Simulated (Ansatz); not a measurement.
Basis-set extrapolation for C$_{3}$H$_{5}$Si, SMILES `[C]#C[SiH2]C` radical (PBE0-D4/def2-TZVP geometry, frozen core, Ansatz). Multiplicity 2, UHF reference.

```tsv
	def2-TZVPP	def2-QZVPP
HF	-405.372217	-405.386128
MP2 correlation	-0.534394	-0.571141
CCSD(T) correlation	-0.624920	not run
```

Energies in hartree. Use E(X) = E(∞) + A·exp(−7.88·√X) for Hartree–Fock and E(X) = E(∞) + B·X^(−2.97) for correlation, with X = 3 and 4, and add CCSD(T) minus MP2 of the smaller set to the MP2 limit.

Q: What is the CCSD(T) energy at the basis-set limit?

A: HF limit: -405.386128 + (-0.013911) × 0.13774 = -405.38804. MP2 limit: -0.571141 + (-0.036747) × 0.74074 = -0.59836. Higher-order term: -0.624920 − (-0.534394) = -0.09053. Total: -406.07693 hartree, 50.1 kcal/mol below CCSD(T)/def2-TZVPP.

The UHF reference is spin-contaminated (⟨S²⟩ = 1.15, T1 = 0.045).
